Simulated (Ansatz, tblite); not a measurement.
Removing and adding an electron: (ClAlO)4 cubane (Al4Cl4O4). Charge 0, multiplicity 1. Geometry: PBE-D4/def2-SVP. Ansatz, gas phase; energy differences of separate SCF runs; the oxidised species was run as a doublet alone; the reduced species was run as a doublet alone.

Cartesian coordinates in Å:
```
Al 0.642 -1.124 -0.984
Cl 1.464 -2.564 -2.244
O -0.529 0.235 -1.499
Al -1.621 -0.118 -0.027
Cl -3.698 -0.268 -0.063
O -0.439 -1.462 0.499
Al 0.535 -0.238 1.516
Cl 1.220 -0.543 3.460
O 1.602 0.116 0.027
Al 0.444 1.479 -0.505
Cl 1.015 3.376 -1.153
O -0.634 1.111 0.972
```

The xTB rows come from tblite.

| level | −HOMO (eV) | vertical IE (eV) | −LUMO (eV) | vertical EA (eV) | HOMO–LUMO gap (eV) | IE − EA (eV) | remarks |
| --- | --- | --- | --- | --- | --- | --- | --- |
| GFN1-xTB | 11.78 | 14.10 | 8.21 | 6.23 | 3.57 | 7.87 | – |
| GFN2-xTB | 12.37 | 14.31 | 8.96 | 7.02 | 3.41 | 7.29 | – |
| PBE-D4/def2-TZVP | 8.35 | – | 2.79 | 0.91 | 5.56 | – | HOMO above zero (-1 doublet) |
| BLYP-D4/def2-TZVP | 8.21 | – | 2.66 | 0.78 | 5.55 | – | HOMO above zero (-1 doublet) |
| PBE0-D4/def2-SVP | 9.83 | 11.38 | 1.84 | – | 7.99 | – | – |
| PBE0-D4/def2-TZVP | 9.88 | – | 1.95 | 0.65 | 7.93 | – | HOMO above zero (-1 doublet) |

Run but left out: PBE-D4/def2-SVP (charge +1 doublet: an occupied level 0.02 eV above an empty one).   A HOMO above zero means that the electron is unbound at that level or that self-interaction error raises the level; the energy of removing that electron tells which. Raw xTB energy differences between charge states are shifted by several eV; the methods need an empirical correction for them. Sets without diffuse functions give affinities that are too small.
